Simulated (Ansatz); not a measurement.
ClI, triplet, geometry from GFN2-xTB (a higher spin typed on purpose: for a closed-shell molecule this is an excited state) (all electrons, no relativity). Base run: CAM-B3LYP/3-21G run with Ansatz (a program for electronic structure).

Input for Ansatz:
Ansatz 0.2 input:
```yaml
crystal:
  periodic: [false, false, false]
  atoms:
    - {symbol: Cl, position_ang: [-0.00000000, -0.00000000, -2.11796384]}
    - {symbol: I, position_ang: [0.00000000, 0.00000000, 0.67934689]}
basis:
  gaussian:
    orbitals: 3-21G.json
hamiltonian:
  xc: cam_b3lyp
magnetization: {spin_polarized: true, initial_magnetization: 2}
```
The basis file holds 3-21G in the JSON format of the Basis Set Exchange.

The base run was repeated with changes; each row names its change, and settings that it needs were set with it.

```json
[
 {"change": "base", "basis functions": "46", "E (Eh)": "-7348.73270"},
 {"change": "basis = STO-3G", "basis functions": "36", "E (Eh)": "-7308.16154"},
 {"change": "basis = def2-SV(P)", "basis functions": "44", "E (Eh)": "-757.69971"},
 {"change": "basis = def2-SVP", "basis functions": "44", "E (Eh)": "-757.69971"},
 {"change": "basis = def2-SVPD", "basis functions": "62", "E (Eh)": "-757.71499"},
 {"change": "basis = def2-TZVP", "basis functions": "87", "E (Eh)": "-757.87304"},
 {"change": "basis = 6-311G**", "basis functions": "89", "E (Eh)": "-7379.92496"},
 {"change": "basis = def2-TZVPP", "basis functions": "92", "E (Eh)": "-757.87308"},
 {"change": "basis = def2-TZVPD", "basis functions": "105", "E (Eh)": "-757.87468"},
 {"change": "basis = def2-QZVP", "basis functions": "152", "E (Eh)": "-757.89018"},
 {"change": "basis = def2-QZVPP", "basis functions": "152", "E (Eh)": "-757.89018"}
]
```

Totals compare only among sets that treat the same electrons; sets with core potentials leave the core out.
